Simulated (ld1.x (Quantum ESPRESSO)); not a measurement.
Transferability test, ultrasoft potential for Pt (Z = 78)

Pt (Z = 78), ultrasoft, made with ld1.x (Quantum ESPRESSO) 7.5 (LDA (PZ), fully relativistic). Core [Xe] 4f14, reference 5d9 6s0 6p0 (charge +1). Waves: 6s (bound, empty): rcut 2.25, rcutus 2.75 bohr; 6s channel at -0.35 Ry: rcut 2.25, rcutus 2.75 bohr; 6p (bound, empty): rcut 2.55, rcutus 2.85 bohr; 6p channel at 1.35 Ry: rcut 2.55, rcutus 2.85 bohr; 5d (bound): rcut 1.25, rcutus 1.55 bohr; 5d channel at -0.65 Ry: rcut 1.25, rcutus 1.55 bohr. Local part: all-electron potential smoothed inside 2.25 bohr (lloc = -1). Core correction: a·sin(br)/r model core inside 1.15 bohr. Augmentation charge: PSQ, radius 1.40 bohr.

Open shells are filled in proportion to 2j + 1 (rel_dist='average').

Energies are relative to the spin-unpolarised reference configuration 5d9 6s0 6p0; without spin polarisation the order of configurations can differ from experiment.

Question: Give the all-electron excitation energy and the error of the potential for: 5d9 6s1 6p0; 5d8 6s0 6p0; 5d7 6s0 6p0; 5d6 6s0 6p0; 5d9 6s0.5 6p0; 5d9.5 6s0.5 6p0; 5d8 6s2 6p0.

Answer:

| valence configuration | charge | ΔE all-electron (eV) | error AE − PS (meV) |
| --- | --- | --- | --- |
| 5d9 6s1 6p0 | 0 | -9.558 | -6.6 |
| 5d8 6s0 6p0 | +2 | 20.275 | -37 |
| 5d7 6s0 6p0 | +3 | 52.786 | -221 |
| 5d6 6s0 6p0 | +4 | 98.715 | -677 |
| 5d9 6s0.5 6p0 | +0.5 | -5.691 | -2.0 |
| 5d9.5 6s0.5 6p0 | 0 | -9.656 | -4.9 |
| 5d8 6s2 6p0 | 0 | -8.610 | -42 |

Levels in the configuration 5d6 6s0 6p0:

```csv
level,all-electron (eV),pseudo (eV)
5d j=3/2,-54.063,-54.726
5d j=5/2,-52.265,-52.888
```
